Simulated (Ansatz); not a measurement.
Start from `N/C=C/[SiH3]` and change one atom or group to get `CC/C=C/[SiH3]`.

Ansatz, PBE0-D4/def2-TZVP geometries, multiplicity 1. Each molecule was computed in one conformer, which needn't be the lowest.

| property | `N/C=C/[SiH3]` |
| --- | --- |
| HOMO energy (B3LYP/def2-TZVPP) / eV | -6.02 |
| size of the dipole moment (ωB97M-V/def2-TZVPP) / D | 3.06 |
| LUMO energy (B3LYP/def2-TZVPP) / eV | 0.23 |
| LUMO energy (PBE/def2-TZVPP) / eV | -0.50 |
| size of the dipole moment (PBE/def2-TZVPP) / D | 3.19 |
| HOMO energy (ωB97M-V/def2-TZVPP) / eV | -8.40 |

Task: Give the same properties after the change, and the shifts. (Estimate.)

Result: Ansatz gave: 
```json
{"property": "HOMO energy (B3LYP/def2-TZVPP) / eV", "`CC/C=C/[SiH3]`": "-7.31", "shift": "-1.29"}
{"property": "size of the dipole moment (ωB97M-V/def2-TZVPP) / D", "`CC/C=C/[SiH3]`": "1.41", "shift": "-1.65"}
{"property": "LUMO energy (B3LYP/def2-TZVPP) / eV", "`CC/C=C/[SiH3]`": "-0.43", "shift": "-0.66"}
{"property": "LUMO energy (PBE/def2-TZVPP) / eV", "`CC/C=C/[SiH3]`": "-1.22", "shift": "-0.72"}
{"property": "size of the dipole moment (PBE/def2-TZVPP) / D", "`CC/C=C/[SiH3]`": "1.45", "shift": "-1.74"}
{"property": "HOMO energy (ωB97M-V/def2-TZVPP) / eV", "`CC/C=C/[SiH3]`": "-9.74", "shift": "-1.34"}
```

With PBE0 the HOMO falls by 1.29 eV and the LUMO falls by 0.68 eV, so the gap widens by about 0.61 eV. PBE moves the HOMO by -1.31 eV and ωB97M-V by -1.34 eV. Dipoles are sizes alone; their direction can turn.

B3LYP here is the variant with VWN-RPA as its local correlation; programs differ in this.
